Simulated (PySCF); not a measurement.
# Kr²⁺ (krypton, charge +2): UHF calculation

Configuration: [Ar] 3d10 4s2 4p4, high-spin 3P determinant. Calculation: PySCF 2.14, in Sapporo-DKH3-DZP-2012 (6s5p3d1f, 43 functions); scalar relativity by spin-free X2C-1e.

```
Total energy                                                  : -2786.772480 hartree
One-electron energy                                           : -3843.2827 hartree
Hartree (Coulomb) energy                                      : 1151.3885 hartree
Exchange energy                                               : -94.8783 hartree
⟨S²⟩                                                          : 2.0061
⟨L²⟩                                                          : 2.019
Sum of ⟨r⟩                                                    : 21.25 bohr
Sum of ⟨r²⟩                                                   : 25.88 bohr²
Traceless quadrupole moment −½Σ⟨3z² − r²⟩ along its main axis : -1.49 e·bohr²
Langevin diamagnetic susceptibility                           : -20.5 ×10⁻⁶ cm³/mol
Time after the integrals                                      : 0.21 s of wall time on 1 thread of Neoverse-N1 (shared host)
```

```csv
shell,electrons,mean orbital energy (hartree),spread (hartree),"rms radius, mean of both spins (bohr)"
1s α,1,-530.29569,0,0.0478
1s β,1,-530.28321,0,0.0478
2s α,1,-73.00157,0,0.199
2s β,1,-72.99423,0,0.199
2p α,3,-64.48460,0.01091,0.177
2p β,3,-64.46996,0.00508,0.177
3s α,1,-12.17542,0,0.565
3s β,1,-12.15208,0,0.565
3p α,3,-9.36958,0.03263,0.581
3p β,3,-9.33826,0.00479,0.581
3d α,5,-4.69993,0.03063,0.610
3d β,5,-4.68367,0.01617,0.610
4s α,1,-2.11574,0,1.62
4s β,1,-1.86669,0,1.62
4p α,3,-1.39433,0.07816,1.87
4p β,1,-1.28949,0,1.87
```

Densities and radii are taken from the X2C orbitals without a picture-change correction, which distorts them close to the nucleus.
